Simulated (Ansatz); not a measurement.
Consider the ligand exchange at the Si–C bond: `[SiH3]C1CCC1` + `F[SiH2]P` → `F[SiH2]P[SiH3]` + `C1CCC1`.

Gas-phase electronic energies from Ansatz, PBE0-D4/def2-TZVP geometries. CBS: MP2 limit from def2 TZ/QZ plus the TZ coupled-cluster correction, frozen cores. Functionals use def2-TZVPP. B3LYP here is the variant with VWN-RPA as its local correlation; programs differ in this. One conformer a species, not always the lowest.

```csv
level,ΔE (kJ/mol)
PBE-D4,-40.7
B97M-V,-40.0
BHLYP-D4,-35.0
B3LYP,-35.8
MP2/def2-SVP,-29.9
MP2/def2-TZVPP,-33.6
SCS-MP2/def2-TZVPP,-31.9
CCSD/def2-TZVPP,-32.5
```

Q: What does CCSD(T)/CBS give? (Best estimate.)

A: Computed: -34.8 kJ/mol. The listed levels differ from it by -5.9, -5.2, -0.2, -1.0, 4.9, 1.2, 2.9, 2.3 kJ/mol.

Q: What do rigid-rotor, harmonic-oscillator terms from PBE0-D4/def2-TZVP frequencies (298.15 K, 1 bar) make of the CCSD(T)/CBS value? (Estimate.)

A: Computed: ΔZPE = +7.3 kJ/mol, ΔH = -27.3 kJ/mol, ΔS = -1 J/(mol·K), ΔG = -27.0 kJ/mol. Modes under 50 cm⁻¹ make the entropy rough.

Largest T1 diagnostic among the species: 0.013.

Leaving LDA and LC-ωPBE aside and taking each functional with its dispersion term where it has one, the values, not all of them listed here, spread over 9.7 kJ/mol, from HSE06-D4 to CAM-B3LYP-D4. LDA lies +5.5 kJ/mol from PBE without D4. At CCSD(T), def2-SVP lies +5.7 kJ/mol from the extrapolated value and def2-TZVPP +1.8 kJ/mol.
